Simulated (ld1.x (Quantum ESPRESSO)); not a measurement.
# bismuth: one change to a TM potential, before and after

ld1.x (Quantum ESPRESSO) 7.5 input, shortened:

```
&input
   title='Bi', zed=83., rel=1, dft='PZ', iswitch=3,
   config='[Xe] 4f14 5d10 6s2 6p0 6d-2'
 /
 &inputp
   pseudotype=2, tm=.true., lloc=-2, rcloc=1.80,
   nlcc=.true., rcore=0.90
 /
3
6S  1  0   2.00   0.00  1.40  1.40  0.0
6P  2  1   0.00   0.00  2.15  2.15  0.0
6D  3  2  -2.00   0.25  2.25  2.25  0.0
 &test
   configts(1)='6s2 6p0'
 /
```

Change: core correction none.

Cutoffs: the cutoffs (Ry, on a coarse ladder) from which the occupation-weighted sum of valence levels, in a spherical-Bessel basis at the reference potential, stays within 10 and 1 mRy of its value at 400 Ry; they do not see the model core or the augmentation charge, which bear on the density cutoff. Errors are all-electron minus pseudo energies relative to the spin-unpolarised reference configuration.

**Question.** What does the change do?

**Answer.** The potential gets neither clearly harder nor softer (110 Ry and 180 Ry → 110 Ry and 180 Ry); of the 9 tests that both files solve, the error grows in 8 and shrinks in 0 by more than 15 % and 0.3 meV (median size 94.2 → 380.4 meV); neither file shows a bound ghost. Exchange and correlation are not linear in the density, so unscreening with the valence charge alone errs where core and valence overlap; a model core restores that term.

```tsv
quantity	base	changed
cutoff, loose	110 Ry	110 Ry
cutoff, tight	180 Ry	180 Ry
bound ghosts	none	none
error for 6s2 6p3, meV [ΔE -47.43 eV]	-109	+459
error for 6s2 6p2, meV [ΔE -39.28 eV]	-73	+290
error for 6s2 6p1, meV [ΔE -23.71 eV]	-23	+106
error for 6s1 6p0, meV [ΔE 45.91 eV]	-184	+204
error for 6s2 6p2.5, meV [ΔE -44.23 eV]	-94	+380
error for 6s1 6p3, meV [ΔE -28.39 eV]	-66	+316
error for 6s0 6p5, meV [ΔE -26.71 eV]	-178	+616
error for 6s2 6p3 (spin-polarised), meV [ΔE -48.46 eV]	-97	+678
error for 6s2 6p2 (spin-polarised), meV [ΔE -39.83 eV]	-66	+432
s: phases at 2.46 bohr within 0.05 rad from the reference energy up to (Ry; the scan ends near 5)	-1.9	-1.9
p: phases at 2.46 bohr within 0.05 rad from the reference energy up to (Ry; the scan ends near 5)	0.0	0.0
d: phases at 2.46 bohr within 0.05 rad from the reference energy up to (Ry; the scan ends near 5)	1.1	1.1
```
